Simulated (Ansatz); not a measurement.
## Worked example: the interaction energy

The pair of H2S (SMILES S, atoms 1–3) and BF3 (SMILES FB(F)F, atoms 4–7), both closed shells, in one local arrangement (a lower one may exist), relaxed at PBE0-D4/def2-TZVP:

S1  (0.536, 0.394, -1.517)
H2  (0.418, -0.905, -1.835)
H3  (-0.741, 0.649, -1.842)
F4  (1.130, -0.582, 1.481)
B5  (-0.040, -0.025, 1.242)
F6  (-0.218, 1.258, 1.480)
F7  (-1.085, -0.790, 0.990)
(Å)

Both fragments are computed in the basis of the whole pair.

Computed with Ansatz 0.2.0 (basis: def2-TZVPPD and def2-QZVPPD); correlated methods freeze the cores.

Energies in eV:

| quantity | pair | first fragment | second fragment |
| --- | --- | --- | --- |
| Hartree–Fock, triple zeta (X = 3) | -19648.06057 | -10849.41392 | -8798.57966 |
| Hartree–Fock, quadruple zeta (X = 4) | -19648.73899 | -10849.71212 | -8798.96054 |
| MP2 correlation, X = 3 | -28.20384 | -5.25495 | -22.84227 |
| MP2 correlation, X = 4 | -30.67110 | -5.65747 | -24.89211 |
| CCSD(T) correlation, X = 3 | -29.79580 | -6.13988 | -23.55094 |

Work out the interaction energy at the basis limit: extrapolate Hartree–Fock as E(X) = E∞ + A exp(−7.88 √X) and the MP2 correlation as E(X) = E∞ + B X^−2.97 (the exponents that Neese and Valeev fitted for def2-TZVPP and QZVPP, reused here for the diffuse sets), then add CCSD(T) − MP2 in triple zeta.

Each step is linear, so take the differences first (pair − first fragment − second fragment): Hartree–Fock -0.06699 (X = 3) and -0.06633 (X = 4); MP2 correlation -0.10662 and -0.12152; CCSD(T) correlation -0.10498.
Two points give E∞ = E(4) + w [E(4) − E(3)], with w = 1/(exp(7.88 (2 − √3)) − 1) = 0.1377 for Hartree–Fock and w = 1/((4/3)^2.97 − 1) = 0.7407 for the correlation.
Hartree–Fock: -0.06633 + 0.1377 × 0.00066 = -0.0662 eV.
MP2 correlation: -0.12152 + 0.7407 × (-0.01490) = -0.1326 eV.
CCSD(T) − MP2: -0.10498 − (-0.10662) = 0.0016 eV.
Sum: -0.0662 + (-0.1326) + 0.0016 = -0.1972 eV, or -4.55 kcal/mol. Plain CCSD(T) in triple zeta gives -0.1720 eV, so the larger basis shifts the result by -0.0252 eV.

The T1 diagnostic stays at or below 0.013.

For scale, one of the runs: CCSD(T)/def2-TZVPPD, 242 basis functions, launched by `ansatz run in.yaml --threads 4 --pin off --events-out ev --progress --plain --max-ram 9574MiB`. Time: 2.3 min of wall clock on 4 CPU threads of an Arm Neoverse V1; the host was shared. Peak host memory: 5 GiB.
